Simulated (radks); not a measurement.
Results of a calculation; reference values are marked as such.
Q: Coherent X-ray form factor from a spherical all-electron density. Code: a radial shooting solver on a logarithmic mesh with Libxc functionals. Model: Dirac Kohn-Sham, LDA (Slater exchange, Perdew-Wang correlation), spin-unpolarised, spherical densities, finite nucleus; Fermi nuclear charge, rms radius of each element as measured or else 0.836 A^(1/3) + 0.57 fm.

sin(theta)/lambda (1/angstrom)  f0 (electrons)
0.05                                    51.325
0.1                                     49.460
0.15                                    46.803
0.2                                     43.809
0.25                                    40.832
0.3                                     38.064
0.4                                     33.300
0.5                                     29.364
0.6                                     26.046
0.8                                     21.079
1                                       17.905
1.25                                    15.167
1.5                                     12.824
2                                        8.884

The species is in the configuration that NIST lists as its ground one. Which atom or ion scatters so?

A: The caesium ion Cs3+, [Kr] 4d10 5s2 5p4. Extrapolating in s^2 from the first two rows gives f0(0) = 51.9, near the electron count 52; among species with that count, the fall with angle is slower the higher Z, and the table is that of Z = 55; from so few rows the species is fixed only to a neighbour or two.
